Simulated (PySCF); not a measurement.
Isomers of C8H10NP, mass 151.055 u with the commonest isotopes. Method used: PBE0/pcSseg-1 in PySCF (dipole) on a GFN2-xTB geometry, gas phase. One conformer each, none proved a minimum here; rigid rotors.

Task: Order these by radius of gyration √(Σ m r²/M), largest first.
A. `[N:1]#[C:2][CH2:3][CH2:4][P:5]1[CH:6]=[CH:7][CH2:8][CH:9]=[CH:10]1` with C2–C3–C4–P5 -81°, C3–C4–P5–C6 -51°, C4–P5–C6–C7 129°, C6–C7–C8–C9 -27°, C7–C8–C9–C10 27°, C4–P5–C10–C9 -127°
B. `[CH2:1]=[C:2]([CH3:3])[PH:4][c:5]1[cH:6][cH:7][cH:8][cH:9][n:10]1` with C1–C2–P4–C5 -100°, C2–P4–C5–C6 124°
C. `[CH3:1][c:2]1[cH:3][p:4][cH:5][n:6][c:7]1[CH:8]1[CH2:9][CH2:10]1` with N6–C7–C8–C9 33°

Result: B (2.322 Å), C (2.296 Å), A (2.184 Å).

Task: Order these by rotational constant C, largest first.
A. `[CH3:1][c:2]1[cH:3][p:4][cH:5][n:6][c:7]1[CH:8]1[CH2:9][CH2:10]1` with N6–C7–C8–C9 33°
B. `[CH2:1]=[C:2]([CH3:3])[PH:4][c:5]1[cH:6][cH:7][cH:8][cH:9][n:10]1` with C1–C2–P4–C5 -100°, C2–P4–C5–C6 124°
C. `[N:1]#[C:2][CH2:3][CH2:4][P:5]1[CH:6]=[CH:7][CH2:8][CH:9]=[CH:10]1` with C2–C3–C4–P5 -81°, C3–C4–P5–C6 -51°, C4–P5–C6–C7 129°, C6–C7–C8–C9 -27°, C7–C8–C9–C10 27°, C4–P5–C10–C9 -127°

Result: C (805.0 MHz), B (674.6 MHz), A (651.9 MHz).

Task: Order these by rotational constant A, largest first.
A. `[CH3:1][c:2]1[cH:3][p:4][cH:5][n:6][c:7]1[CH:8]1[CH2:9][CH2:10]1` with N6–C7–C8–C9 33°
B. `[N:1]#[C:2][CH2:3][CH2:4][P:5]1[CH:6]=[CH:7][CH2:8][CH:9]=[CH:10]1` with C2–C3–C4–P5 -81°, C3–C4–P5–C6 -51°, C4–P5–C6–C7 129°, C6–C7–C8–C9 -27°, C7–C8–C9–C10 27°, C4–P5–C10–C9 -127°
C. `[CH2:1]=[C:2]([CH3:3])[PH:4][c:5]1[cH:6][cH:7][cH:8][cH:9][n:10]1` with C1–C2–P4–C5 -100°, C2–P4–C5–C6 124°

Result: C (2289 MHz), A (2062 MHz), B (1703 MHz).

```json
{"SMILES": "Cc1cpcnc1C1CC1", "point group": "–", "Ia (u·Å²)": "245.13", "Ib (u·Å²)": "572.44", "Ic (u·Å²)": "775.19", "κ": "-0.67", "μa (D)": "1.32", "μb (D)": "2.09", "μc (D)": "0.00"}
{"SMILES": "N#CCCP1C=CCC=C1", "point group": "C1", "Ia (u·Å²)": "296.81", "Ib (u·Å²)": "515.97", "Ic (u·Å²)": "627.83", "κ": "-0.61", "μa (D)": "1.81", "μb (D)": "2.13", "μc (D)": "2.01"}
{"SMILES": "C=C(C)Pc1ccccn1", "point group": "C1", "Ia (u·Å²)": "220.79", "Ib (u·Å²)": "659.42", "Ic (u·Å²)": "749.13", "κ": "-0.89", "μa (D)": "1.89", "μb (D)": "0.60", "μc (D)": "1.53"}
```
